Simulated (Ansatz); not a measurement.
Ideal-gas functions of CH3BrClSi, SMILES `C[Si](Cl)Br` radical at 500 K and 1 bar, from an Ansatz frequency run at PBE0-D4/def2-TZVP.

Molar mass 158.48 g/mol, point group C1 (symmetry number 1), electronic degeneracy 2, moments of inertia 122.227, 340.958, 440.591 u Å². Harmonic wavenumbers (cm⁻¹, unscaled): 141, 155, 168, 223, 400, 533, 712, 774, 799, 1256, 1432, 1437, 3051, 3143, 3157.

Use S(trans) = R[1.5 ln M + 2.5 ln T − 1.1517]; rotational temperatures θ = 24.2544 K / I; S(rot) = R[ln(√π/σ · √(T³/θAθBθC)) + 1.5]; for each mode x = 1.438777 ν̃/T, S = R[x/(eˣ − 1) − ln(1 − e⁻ˣ)] and H = RT x/(eˣ − 1); 1 cm⁻¹ = 0.0119627 kJ/mol; R = 8.31446 J/(mol·K).

Problem. By hand: the entropy, in J/(mol·K).

Solution. Translation 182.8. Rotation: θ = 0.1984, 0.0711, 0.055 K, giving 124.5. Vibration, mode by mode: 15.87, 15.10, 14.44, 12.14, 7.59, 5.53, 3.67, 3.19, 3.01, 1.06, 0.70, 0.69, 0.01, 0.01, 0.01, in all 83.0. Electronic 5.8. Sum 396.1 J/(mol·K).

Problem. By hand: H − E and G − E in kJ/mol, counted from the electronic energy.

Solution. Zero-point energy ½ × 17381 × 0.0119627 = 104.0; thermal vibration 21.3; translation, rotation and pV give 4 RT = 16.6. H − E = 141.9 kJ/mol, and G − E = 141.9 − 500 × 396.1/1000 = -56.2 kJ/mol.

Vibration gives 21 % of the entropy, 15.9 J/(mol·K) of it from the mode under 150 cm⁻¹: soft modes count most, and the harmonic formula is weakest for them. The sum counts one conformer and one mirror image; others add a mixing term.
